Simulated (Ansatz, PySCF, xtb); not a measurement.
Dimer: CH3F (SMILES CF) (first 5 atoms) with C2H3F (SMILES C=CF); geometry from B3LYP-D3(BJ)/def2-TZVP, rigid monomers moved along the line of their centres of mass till F2···H9 is 2.69 Å.
(charge 0, multiplicity 1):
```xyz
11

C      0.36767     0.66828    -0.22414
F     -1.00917     0.55200    -0.02614
H      0.58069     1.67533    -0.58370
H      0.87130     0.48736     0.72435
H      0.67318    -0.07022    -0.96585
C     -1.28946    -0.32375     3.59859
C     -0.10538    -0.36970     4.17195
F      1.03501    -0.11024     3.48936
H     -1.41222    -0.07647     2.55298
H     -2.16482    -0.54032     4.19343
H      0.10103    -0.60758     5.20690
```

Interaction energies are E(AB) − E(A) − E(B) at the monomers' geometry in the complex; basis-set methods are counterpoise corrected. Rows marked so take none.

Rows in 3-21G, 6-311+G** carry no dispersion term and start afresh at each structure.

Codes used: Ansatz (Gaussian orbitals); PySCF for 3-21G rows, 6-311+G** rows, the dispersion terms; xtb for the GFN methods. Each number belongs to the level named beside it.

### Question
One of these levels gives -5.9 kJ/mol for the interaction energy. Name it.
A) r2SCAN-D3(BJ)/def2-TZVPPD
B) GFN-FF
C) HF/3-21G (no counterpoise)
D) B3LYP/6-311+G** (no counterpoise)

### Answer
D, B3LYP/6-311+G** (no counterpoise). The others give -10.7 (GFN-FF), -18.5 (HF/3-21G (no counterpoise)), -7.4 (r2SCAN-D3(BJ)/def2-TZVPPD)

Ansatz is an electronic-structure program.
